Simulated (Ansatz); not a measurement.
O₄Ru, charge +1, quartet, at a GFN2-xTB geometry of the parent state (such geometries of metal compounds can be far from the true shape) (a state made from the parent by changing its charge; the spin is typed, not shown lowest) (core potentials on Ru); R2SCAN/def2-SV(P) (Ansatz, a program for electronic structure).

Here is a job for Ansatz.
Ansatz 0.2 input:
```yaml
crystal:
  periodic: [false, false, false]
  atoms:
    - {symbol: Ru, position_ang: [-0.00000000, 0.00000000, -0.00000000]}
    - {symbol: O, position_ang: [1.11719637, 0.66144806, -0.94159510]}
    - {symbol: O, position_ang: [0.71248096, -0.83185432, 1.17159373]}
    - {symbol: O, position_ang: [-0.91933211, -0.98382505, -0.87129751]}
    - {symbol: O, position_ang: [-0.91034522, 1.15423131, 0.64129888]}
basis:
  gaussian:
    orbitals: def2-SV_P_.json
hamiltonian:
  xc: r2scan
total_charge: 1
magnetization: {spin_polarized: true, initial_magnetization: 3}
```
The basis file holds def2-SV(P) in the JSON format of the Basis Set Exchange.

What the program printed (banner, timings and long lists left out):

```
Functional definition: r2SCAN
843 factors; their error is unknown
mean field evaluation 1: about -10730.7464 eV, gradient 5.8e1 eV
mean field evaluation 2: about -10617.7059 eV, gradient 1.7e2 eV
mean field evaluation 4: about -10735.8657 eV, gradient 3.9e1 eV
mean field evaluation 8: about -10742.4226 eV, gradient 2.7e0 eV
mean field evaluation 16: about -10742.4287 eV, gradient 2.2e-2 eV
mean field evaluation 32: about -10742.4287 eV, gradient 4.0e-6 eV
mean field evaluation 64: about -10741.9307 eV, gradient 2.5e-1 eV
mean field evaluation 96: about -10741.9488 eV, gradient 4.7e-1 eV
mean field evaluation 128: about -10742.3906 eV, gradient 1.7e0 eV
mean field -10742.42871958 eV, -394.7769739649 hartree, gradient 1.3e-6 eV, S^2 3.788779; 10 other end points of the search recorded, 0 dependent functions left out
reference -10742.42874178 eV, -394.7769747808 hartree; 25, 22 occupied and 55, 58 virtual orbitals, 843 factors
Total energy: -10742.42874178 eV, -394.7769747808 hartree
```
